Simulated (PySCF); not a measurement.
Compound: C₅H₅NO₂Si.
Geometry (GFN2-xTB, Å), atoms numbered from 1 in this order:
```
atom  x, y, z in Å
C1    -2.288    0.016   -2.180
C2    -1.759   -0.428   -1.196
Si3   -0.953   -1.108    0.331
O4    -1.919   -1.059    1.629
C5     0.558   -0.010    0.599
C6     1.725    0.185   -0.092
C7     2.412    1.157    0.663
N8     1.716    1.508    1.708
O9     0.570    0.792    1.677
H10   -2.750    0.407   -3.041
H11   -0.603   -2.515    0.209
H12   -2.115   -0.254    2.103
H13    2.035   -0.292   -0.997
H14    3.370    1.600    0.479
```

Level of theory: PySCF 2.14.0, density-fitted response routines, TDDFT CAM-B3LYP/def2-SVPD, vertical, gas phase, core orbitals frozen in the response.

Transition dipole moments from the ground state, in atomic units and in the frame of the coordinates above (overall signs are arbitrary), for the states with f of 0.002 or more among the lowest 8:

| state | E (eV) | μx | μy | μz |
| --- | --- | --- | --- | --- |
| S2 | 6.172 | 0.759 | 0.495 | 0.196 |
| S3 | 6.291 | -0.499 | -0.207 | -0.212 |
| S4 | 6.323 | 0.461 | 0.291 | 0.241 |
| S5 | 6.389 | -0.378 | -0.235 | -0.164 |
| S7 | 7.036 | -0.047 | -0.166 | -0.381 |
| S8 | 7.443 | -0.155 | 0.201 | -0.315 |

**Question.** What oscillator strength does each state have?

**Answer.** f = (2/3) ΔE |μ|² with ΔE in hartree (27.2114 eV).

```json
{"state": "S2", "|μ|² (au)": "0.859", "|μ| (D)": "2.36", "f": "0.130"}
{"state": "S3", "|μ|² (au)": "0.337", "|μ| (D)": "1.48", "f": "0.052"}
{"state": "S4", "|μ|² (au)": "0.355", "|μ| (D)": "1.51", "f": "0.055"}
{"state": "S5", "|μ|² (au)": "0.225", "|μ| (D)": "1.21", "f": "0.035"}
{"state": "S7", "|μ|² (au)": "0.174", "|μ| (D)": "1.06", "f": "0.030"}
{"state": "S8", "|μ|² (au)": "0.163", "|μ| (D)": "1.03", "f": "0.030"}
```

**Question.** Which bond between heavy atoms lies closest to the direction of the S2 transition dipole?

**Answer.** Si3–C5, at 5° from it; next N8–O9 at 11°.

**Question.** What angle do the transition dipoles of S4 and S5 make?

**Answer.** |cos θ| = |μa·μb| / (|μa| |μb|) = 1.00, so θ ≈ 4° (taken between 0 and 90°, since the signs are arbitrary).

**Question.** What peak molar absorption coefficient would the strongest computed level give as a lone Gaussian band 0.4 eV wide at half height?

**Answer.** ε(max) = 2.175×10⁸ f / FWHM, with the width in cm⁻¹. S2: 2.175×10⁸ × 0.1299 / 3226 ≈ 8800 L mol⁻¹ cm⁻¹.

One conformer stands for the species.
